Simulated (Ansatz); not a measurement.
Stretching the O4–H5 bond in H3OSb (SMILES [OH][SbH2]) (multiplicity 1 held, fragments rigid). Energies count from the point at 0.963 Å.
Geometry at that point (charge 0, multiplicity 1):
```tsv
atom	x (Å)	y (Å)	z (Å)
Sb	-0.1399	-0.1885	0.1728
H	-1.5793	-0.0012	-0.7491
H	0.3463	-1.5010	-0.8260
O	0.8768	1.1704	-0.8710
H	1.3545	1.7530	-0.2717
```

Signs of static correlation in def2-TZVPP, with CASSCF(4,3), from Ansatz (a program for electronic structure) runs.

```json
[
 {"R (Å)": "0.770", "T1 of restricted CCSD": "0.014", "⟨S²⟩ of UHF": "0.000", "largest double amplitude of restricted CCSD": "0.049", "weight of the CASSCF reference in MRCISD": "0.901", "CASSCF natural occupations": "2.00 1.99 0.01"},
 {"R (Å)": "0.866", "T1 of restricted CCSD": "0.014", "⟨S²⟩ of UHF": "0.000", "largest double amplitude of restricted CCSD": "0.049", "weight of the CASSCF reference in MRCISD": "0.900", "CASSCF natural occupations": "2.00 1.99 0.01"},
 {"R (Å)": "0.963", "T1 of restricted CCSD": "0.014", "⟨S²⟩ of UHF": "0.000", "largest double amplitude of restricted CCSD": "0.049", "weight of the CASSCF reference in MRCISD": "0.899", "CASSCF natural occupations": "2.00 1.98 0.02"},
 {"R (Å)": "1.059", "T1 of restricted CCSD": "0.015", "⟨S²⟩ of UHF": "0.000", "largest double amplitude of restricted CCSD": "0.049", "weight of the CASSCF reference in MRCISD": "0.898", "CASSCF natural occupations": "2.00 1.97 0.03"},
 {"R (Å)": "1.155", "T1 of restricted CCSD": "0.016", "⟨S²⟩ of UHF": "0.000", "largest double amplitude of restricted CCSD": "0.048", "weight of the CASSCF reference in MRCISD": "0.897", "CASSCF natural occupations": "2.00 1.96 0.04"},
 {"R (Å)": "1.300", "T1 of restricted CCSD": "0.017", "⟨S²⟩ of UHF": "0.000", "largest double amplitude of restricted CCSD": "0.056", "weight of the CASSCF reference in MRCISD": "0.896", "CASSCF natural occupations": "2.00 1.93 0.08"},
 {"R (Å)": "1.444", "T1 of restricted CCSD": "0.018", "⟨S²⟩ of UHF": "?", "largest double amplitude of restricted CCSD": "0.063", "weight of the CASSCF reference in MRCISD": "0.896", "CASSCF natural occupations": "2.00 1.88 0.12"},
 {"R (Å)": "1.685", "T1 of restricted CCSD": "0.022", "⟨S²⟩ of UHF": "0.765", "largest double amplitude of restricted CCSD": "?", "weight of the CASSCF reference in MRCISD": "0.896", "CASSCF natural occupations": "2.00 1.76 0.24"},
 {"R (Å)": "1.926", "T1 of restricted CCSD": "0.026", "⟨S²⟩ of UHF": "0.911", "largest double amplitude of restricted CCSD": "0.219", "weight of the CASSCF reference in MRCISD": "0.897", "CASSCF natural occupations": "2.00 1.60 0.40"},
 {"R (Å)": "2.214", "T1 of restricted CCSD": "0.032", "⟨S²⟩ of UHF": "0.976", "largest double amplitude of restricted CCSD": "0.240", "weight of the CASSCF reference in MRCISD": "0.897", "CASSCF natural occupations": "2.00 1.41 0.59"},
 {"R (Å)": "2.599", "T1 of restricted CCSD": "0.040", "⟨S²⟩ of UHF": "1.003", "largest double amplitude of restricted CCSD": "0.458", "weight of the CASSCF reference in MRCISD": "0.897", "CASSCF natural occupations": "2.00 1.22 0.78"},
 {"R (Å)": "3.081", "T1 of restricted CCSD": "0.050", "⟨S²⟩ of UHF": "1.011", "largest double amplitude of restricted CCSD": "0.632", "weight of the CASSCF reference in MRCISD": "0.897", "CASSCF natural occupations": "2.00 1.10 0.90"}
]
```

Fill in the missing entries.


- 1.444, ⟨S²⟩ of UHF: 0.363
- 1.685, largest double amplitude of restricted CCSD: 0.158

Doubts at one or more of the structures used: active orbitals that take no part (SC-NEVPT2 on CASSCF(4,3)/def2-TZVPP); a restricted determinant that unrestricted orbitals would lower (R-CCSD(T)/def2-TZVPP); other coupled-cluster roots lie near (R-CCSD(T)/def2-TZVPP); T1 above 0.05 (R-CCSD(T)/def2-TZVPP, U-CCSD(T)/def2-TZVPP); a spin-contaminated determinant (U-CCSD(T)/def2-TZVPP).
